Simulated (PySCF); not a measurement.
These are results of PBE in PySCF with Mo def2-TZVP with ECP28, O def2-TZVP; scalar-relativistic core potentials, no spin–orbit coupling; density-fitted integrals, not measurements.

```xyz
4
charge 0 multiplicity 1, angstrom
Mo    0.0000   -0.1928    0.0000
O    -0.0001    0.3945    1.6132
O     1.3971    0.3945   -0.8065
O    -1.3970    0.3945   -0.8066
```

MoO3 (singlet), along the line from Mo1 (at 0) through O2 (at 1.717 Å). Core electrons replaced by a potential are absent, the electrostatic potential uses the reduced nuclear charge, and values within about 0.7 Å of such atoms have no physical meaning.

Question: Tabulate the fields along this line at 0.77, 0.94, 1.12, 1.29, 1.46, 1.63, 1.89, 2.06, 2.23, 2.40, 2.58, 2.75 Å.

Answer: 
```csv
distance (Å),electron density (e/Å³),electron localisation function,electrostatic potential (V)
0.77,2.2,0.442,40.9
0.94,1.72,0.412,25
1.12,2.44,0.725,26.4
1.29,4.36,0.758,55.3
1.46,7.7,0.178,166
1.63,167,0.991,886
1.89,19.5,0.192,328
2.06,5.84,0.67,88.2
2.23,2.77,0.879,28.1
2.40,1.16,0.878,8.77
2.58,0.468,0.83,2.1
2.75,0.198,0.727,-0.248
```
